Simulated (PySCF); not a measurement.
## InN⁻: one state, many levels of theory

State: ²Π (doublet), unpaired electrons π ↑. Set-up: In def2-TZVPPD with ECP28, N def2-TZVPPD; scalar-relativistic core potentials (PySCF 2.14). De refers to In⁻ + N in their high-spin ground configurations, without counterpoise correction. The functionals are run spin-unrestricted. A positive dipole points towards N; it is taken about the centre of mass and depends on that origin. Levels whose curve was spin-contaminated or gave no clean fit are not listed.

```json
{"Level": "ROHF-MP2", "Re (Å)": "2.045", "ωe (cm⁻¹)": "581", "De (eV)": "2.74", "μ (D)": "n/a"}
{"Level": "ROHF-SCS-MP2", "Re (Å)": "2.048", "ωe (cm⁻¹)": "579", "De (eV)": "2.76", "μ (D)": "n/a"}
{"Level": "ROHF-CCSD", "Re (Å)": "2.034", "ωe (cm⁻¹)": "604", "De (eV)": "2.24", "μ (D)": "n/a"}
{"Level": "ROHF-CCSD(T)", "Re (Å)": "2.056", "ωe (cm⁻¹)": "564", "De (eV)": "2.64", "μ (D)": "n/a"}
{"Level": "LDA", "Re (Å)": "2.023", "ωe (cm⁻¹)": "592", "De (eV)": "3.85", "μ (D)": "-3.39"}
{"Level": "PBE", "Re (Å)": "2.059", "ωe (cm⁻¹)": "556", "De (eV)": "3.29", "μ (D)": "-3.45"}
{"Level": "PW91", "Re (Å)": "2.057", "ωe (cm⁻¹)": "559", "De (eV)": "3.31", "μ (D)": "-3.51"}
{"Level": "BLYP", "Re (Å)": "2.079", "ωe (cm⁻¹)": "538", "De (eV)": "3.36", "μ (D)": "-3.66"}
{"Level": "CAM-B3LYP", "Re (Å)": "2.021", "ωe (cm⁻¹)": "598", "De (eV)": "2.85", "μ (D)": "-4.13"}
```

Which functional lies closest to ROHF-CCSD(T) in De, which farthest, and by how much do they differ from it?

Closest is CAM-B3LYP (-3.5 pm in Re, +6.0 % in ωe, +0.21 eV in De against ROHF-CCSD(T) in the same basis), farthest LDA (-3.3 pm in Re, +5.0 % in ωe, +1.21 eV in De). CCSD(T) converges more slowly with the basis than the functionals do and binds too weakly in this one, so the order can change at the basis-set limit.

What does the gradient correction do here, going from LDA to PBE?

PBE less LDA: +3.6 pm in Re, -6.1 % in ωe, -0.56 eV in De. The gradient correction favours the more uneven density of free atoms, so it tends to lengthen bonds and takes away much of the overbinding of LDA; so it does here.

What does the triples do here, going from ROHF-CCSD to ROHF-CCSD(T)?

ROHF-CCSD(T) less ROHF-CCSD: +2.2 pm in Re, -6.6 % in ωe, +0.40 eV in De. Correlation nearly always deepens the well. The bond lengthens, as in strong covalent bonds, where excitations into antibonding orbitals dominate.

Correlated steps freeze 5 core orbitals. Spin–orbit coupling is left out, which matters for elements this heavy, above all for dissociation energies. For an ion De counts to the pair picked by the measured ionisation energies or electron affinities, which need not be the lowest pair at this level. Counting both spins, an empty level lies below a filled one in some of these solutions, because spin and occupation are held. The highest Kohn–Sham level is positive in this anion. Much of that is self-interaction error, but it also means that the finite basis helps to hold the extra electron. The state was picked by a PBE0 search and need not be the measured ground state.

The whole job (state search and all levels along the bond) took about 13 min on 2 threads of Arm Neoverse V2 (shared host), peak memory 3.3 GiB.
